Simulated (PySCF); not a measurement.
# From computed data to an observable: entropy of an ideal gas

BClH4OSi, SMILES O(BCl)[SiH3].

Geometry: r2SCAN-D4/def2-SVP. Other conformers were not sampled.

r2SCAN-D4/def2-SVP (PySCF) gives the harmonic wavenumbers 108, 114, 202, 437, 699, 715, 732, 797, 840, 942, 953, 961, 1117, 1383, 2250, 2260, 2273, 2663 cm⁻¹ and the rotational temperatures 0.5095, 0.1154, 0.0963 K. The molar mass is 94.38 g/mol, the symmetry number 1, the spin multiplicity 1.

Question: Work out the entropy at 298.15 K and 1 atm in the rigid-rotor, harmonic-oscillator model.

Answer: 
Translation (Sackur–Tetrode at 1 atm): S = R[1.5 ln M + 2.5 ln T − 1.16487] = 165.5 J/(mol K).
Rotation: q = (√π/σ) T^1.5/√(θA θB θC) = 121000, S = R[ln q + 3/2] = 109.8 J/(mol K).
Vibration: with u = 1.4388 ν/T, each mode gives R[u/(e^u − 1) − ln(1 − e^−u)]:
```json
[
 {"ν (cm⁻¹)": "108", "modes": "1", "u": "0.52", "S (J/(mol K))": "13.83"},
 {"ν (cm⁻¹)": "114", "modes": "1", "u": "0.55", "S (J/(mol K))": "13.39"},
 {"ν (cm⁻¹)": "202", "modes": "1", "u": "0.97", "S (J/(mol K))": "8.85"},
 {"ν (cm⁻¹)": "437", "modes": "1", "u": "2.11", "S (J/(mol K))": "3.50"},
 {"ν (cm⁻¹)": "699", "modes": "1", "u": "3.37", "S (J/(mol K))": "1.29"},
 {"ν (cm⁻¹)": "715", "modes": "1", "u": "3.45", "S (J/(mol K))": "1.21"},
 {"ν (cm⁻¹)": "732", "modes": "1", "u": "3.53", "S (J/(mol K))": "1.13"},
 {"ν (cm⁻¹)": "797", "modes": "1", "u": "3.85", "S (J/(mol K))": "0.88"},
 {"ν (cm⁻¹)": "840", "modes": "1", "u": "4.05", "S (J/(mol K))": "0.74"},
 {"ν (cm⁻¹)": "942", "modes": "1", "u": "4.55", "S (J/(mol K))": "0.49"},
 {"ν (cm⁻¹)": "953", "modes": "1", "u": "4.60", "S (J/(mol K))": "0.47"},
 {"ν (cm⁻¹)": "961", "modes": "1", "u": "4.64", "S (J/(mol K))": "0.46"},
 {"ν (cm⁻¹)": "1117", "modes": "1", "u": "5.39", "S (J/(mol K))": "0.24"},
 {"ν (cm⁻¹)": "1383", "modes": "1", "u": "6.67", "S (J/(mol K))": "0.08"}
]
```
The stiffer modes add less than 0.005 each. Sum 46.6 J/(mol K).
Spin: R ln 1 = 0.0 J/(mol K).
Total 321.8 J/(mol K); the program's own thermochemistry gives 321.8. Translation makes up 51 % and vibration 14 %. Anharmonicity, hindered rotation and orbital degeneracy are left out.
